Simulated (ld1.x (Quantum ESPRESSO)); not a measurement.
# Ranking TM potentials for scandium (Sc)

All share these settings but for the change named:

Sc, norm-conserving Troullier–Martins (Kleinman–Bylander form), made with ld1.x (Quantum ESPRESSO) 7.5 (PBE, scalar-relativistic). Core [Ne] 3s2, reference 3p6 3d1 4s1.5 4p0 (charge +0.5). Waves: 3p (bound): rc 1.00 bohr; 3d (bound): rc 1.55 bohr; 4s (bound): rc 2.35 bohr. Local part: the s channel. Core correction: none.

Cutoff: the first of the cutoffs (Ry, on a coarse ladder) from which the occupation-weighted sum of valence levels, in a spherical-Bessel basis at the reference potential, stays within 10 and 1 mRy of its value at 400 Ry; the density cutoff is not measured.

The base gives 80 Ry.

Of 8 variants that were run, those that failed, showed a ghost or another fault, or gave nearly equal values are left out.

A variant can come out equal or close to the base.

**Question.** Rank these variants from softest to hardest (loose cutoff).
A. core [Ar], valence charge 3; reference 3d1 4s2 4p0; waves now 4p (bound): rc 3.30 bohr; 3d (bound): rc 1.80 bohr; 4s (bound): rc 2.85 bohr; core correction a·sin(br)/r model core inside 0.90 bohr
B. wave 3d (bound): rc 1.55 bohr becomes 3d (bound): rc 2.02 bohr
C. functional BP86

**Answer.** A (50 Ry), B (70 Ry), C (80 Ry).
